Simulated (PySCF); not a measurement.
# Electronic absorption of C5H4O3

Species: C5H4O3.
SMILES: `O=C(O)C1=COC=C1`

Computed with TDDFT wB97X-D/def2-SVPD, vertical, gas phase, core orbitals frozen in the response (PySCF). Isolated species at its GFN2-xTB geometry (one conformer only). Torsions of this conformer, `[O:1]=[C:2]([OH:3])[c:4]1[cH:5][cH:6][o:7][cH:8]1`: O1–C2–C4–C5 180°, H–O3–C2–O1 0°.

| state | E (eV) | E (hartree) | f | \|μ\| (D) | symmetry | main configurations (H = HOMO, L = LUMO) |
| --- | --- | --- | --- | --- | --- | --- |
| S1 | 5.40 | 0.1984 | 0.0000 | 0.01 | – | H-1→L (90%) |
| S2 | 5.58 | 0.2051 | 0.075 | 1.88 | A′ | H→L (96%) |
| S3 | 6.56 | 0.2409 | 0.0085 | 0.58 | A′ | H-2→L (52%), H→L+1 (45%) |
| S4 | 7.02 | 0.2578 | 0.592 | 4.72 | A′ | H→L+1 (50%), H-2→L (43%) |
| S5 | 7.15 | 0.2626 | 0.0037 | 0.37 | A″ | H→L+2 (48%), H→L+3 (44%) |
| S6 | 7.73 | 0.2842 | 0.019 | 0.82 | A′ | H-3→L (64%), H-1→L+2 (25%) |
| S7 | 7.96 | 0.2924 | 0.018 | 0.78 | A″ | H→L+3 (35%), H→L+2 (24%), H→L+4 (18%) |
| S8 | 8.09 | 0.2974 | 0.0019 | 0.25 | – | H-2→L+1 (40%), H-1→L+2 (37%), H-3→L (11%) |

Triplets (Tamm–Dancoff): T1 3.84 eV, H→L (81%), H→L+1 (10%); T2 4.91 eV, H→L+1 (72%); T3 5.01 eV, H-1→L (87%).

The lowest singlet comes at 230 nm (521 kJ/mol) in the ultraviolet; it is dark (f under 0.0005); its leading configuration is HOMO-1→LUMO (90%). The strongest level in the table is S4 at 7.02 eV (177 nm, f = 0.592). Löwdin shares by element: HOMO carbon 82% or more (atoms not listed hold the other 18%); LUMO carbon 57% or more, oxygen 15% or more (atoms not listed hold the other 28%). Of the 8 states listed, 4 reach f = 0.01 and 1 stays under 0.0005. Orbital energies (eV): HOMO-3 -11.53, HOMO-2 -10.51, HOMO-1 -10.28, HOMO -9.03, LUMO 0.65, LUMO+1 1.99, LUMO+2 2.01. The listed states span 2.69 eV, and the widest gap between neighbours is 0.97 eV (S2 to S3). Symmetry labels in Cs follow from the direction of the transition dipole and are given only for states with f of 0.002 or more. Only the lowest 8 singlets were computed, as vertical energies without vibronic structure.
